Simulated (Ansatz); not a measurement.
Reaction (formal exchange of groups at the Si–N bond): `FC/C=N\[SiH3]` + `[AlH2][SiH2]O[SiH3]` → `[AlH2][SiH]([SiH3])O[SiH3]` + `N=CCF`

Gas-phase electronic energies from Ansatz, PBE0-D4/def2-TZVP geometries. CCSD(T)/CBS adds triple-zeta CCSD(T) − MP2 to the extrapolated MP2 energy (def2 sets, frozen cores). DFT in def2-TZVPP. B3LYP here is the variant with VWN-RPA as its local correlation; programs differ in this. One conformer a species, not always the lowest.

```csv
level,ΔE (kJ/mol)
PBE-D4,2.9
PBE0-D4,7.7
B3LYP-D4,21.8
B2PLYP,27.1
PBE,4.7
r2SCAN,17.2
MP2/def2-QZVPP,29.6
CCSD/CBS(def2),22.9
```

**Question.** What does CCSD(T)/CBS give? (An estimate is asked.)

**Answer.** Computed: +20.2 kJ/mol. The listed levels differ from it by -17.3, -12.5, 1.6, 6.9, -15.5, -3.0, 9.4, 2.7 kJ/mol.

Largest T1 diagnostic among the species: 0.013.

In def2-TZVPP, CCSD(T) changes the Hartree–Fock value by −21.7 kJ/mol (the triples alone add −2.7 kJ/mol) and MP2 by −12.6 kJ/mol. From PBE to PBE0 (25 % exact exchange), in def2-TZVPP and without D4, ΔE moves by +5.0 kJ/mol.
